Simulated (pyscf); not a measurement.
This saddle point was located with ωB97X-D3(BJ)/def2-SVP in PySCF.

```
Zn
C 1 1.9572
H 2 1.1020 1 111.94
H 2 1.1026 3 108.04 1 -122.93
H 2 1.1034 3 107.14 4 -115.51
H 1 1.6676 2 134.92 3 44.06
Sb 6 2.0460 1 95.19 2 -165.56
H 7 1.7260 6 75.76 1 111.21
H 7 1.7346 8 87.26 6 134.24
C 1 2.1472 6 104.84 7 25.02
H 10 1.0986 1 144.61 6 8.47
H 10 1.1012 11 107.60 9 73.89
H 10 1.1081 11 105.18 12 115.89
```
Charge 0, spin multiplicity 1.

Surface: singlet, charge 0. Lowest wavenumbers (cm⁻¹): 427i, 24, 72, 110, 163.

Task: Name the species on either side of this saddle.

Result: SbH₃ + H₃C–Zn–CH₃ ⇌ H₃C–SbH₂ + H₃C–ZnH, a four-centre exchange read from left to right: H–Sb, C–Zn broken and C–Sb, H–Zn formed. At ωB97M-D3(BJ)/def2-TZVP it lies +36.6 kcal/mol from the left side and +33.5 kcal/mol from the right (each side as separated species at their lowest minima found). On the reactant side the descent ends in a complex (not fully relaxed), 4.1 kcal/mol under the separated species and 33.8 kcal/mol under the saddle at ωB97X-D3(BJ)/def2-TZVP. On the product side the descent ends in a complex (not fully relaxed), 5.1 kcal/mol under the separated species and 32.9 kcal/mol under the saddle at ωB97X-D3(BJ)/def2-TZVP. At the saddle there is also a short Sb–Zn contact that neither side keeps. At ωB97X-D3(BJ)/def2-TZVP the barrier from the zero used here is 29.8 kcal/mol. This is the saddle that the search found; another between the same sides may lie lower. Elements up to Kr have no core potential and no relativistic terms here. Elements past Kr carry the def2 core potentials, without spin-orbit coupling.
